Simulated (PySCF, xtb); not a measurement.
Al(Me)2(Cl) anion (C₂H₆AlCl), SMILES [CH3][Al]([Cl])[CH3] (connectivity only; charge and spin as stated), charge -1, multiplicity 2.

Harmonic wavenumbers (cm⁻¹) from GFN2-xTB run with xtb at its own minimum, in rising order: 104, 107, 108, 113, 159, 333, 444, 450, 468, 524, 546, 576, 1327, 1335, 1519, 1521, 1521, 1526, 2844, 2852, 2854, 2860, 2875, 2883.

Q: What does PBE-D3(BJ)/def2-SVPD in PySCF give at its own minimum? (Estimate from the structure and the level; the computed values follow.)

A: 112, 123, 133, 136, 175, 340, 516, 522, 562, 607, 629, 669, 1103, 1105, 1355, 1358, 1361, 1370, 2905, 2908, 2993, 2995, 3024, 3024. Paired by order, the mean absolute difference is 99 cm⁻¹ and the zero-point energies are 42.7 and 42.9 kcal/mol.
